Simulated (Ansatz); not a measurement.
Gas-phase electronic energies from Ansatz, PBE0-D4/def2-TZVP geometries. CCSD(T)/CBS adds triple-zeta CCSD(T) − MP2 to the extrapolated MP2 energy (def2 sets, frozen cores). DFT in def2-TZVPP. For Ge outer-core shells are correlated without core-valence functions, which leaves a few kJ/mol of doubt a bond. Scalar relativity is left out up to krypton. Each species was taken in one conformer, which may not be the lowest.

Reaction (isomerisation): `C=N[SiH2][GeH3]` → `[CH2]1[SiH2][NH][GeH2]1`

CCSD(T)/CBS gives -1.41 eV.

**Question.** Another level gave -1.20 eV. Which?
A. PBE-D4/def2-TZVPP
B. r2SCAN-D4/def2-TZVPP
C. ωB97M-V/def2-TZVPP
D. MP2/def2-TZVPP

**Answer.** A. PBE-D4 -1.20, r2SCAN-D4 -1.33, ωB97M-V -1.39, MP2/def2-TZVPP -1.57 eV.

Largest T1 diagnostic among the species: 0.013.

From PBE to PBE0 (25 % exact exchange), in def2-TZVPP and without D4, ΔE moves by −0.18 eV. In def2-TZVPP, CCSD(T) changes the Hartree–Fock value by −0.21 eV (the triples alone add +0.00 eV) and MP2 by −0.43 eV.
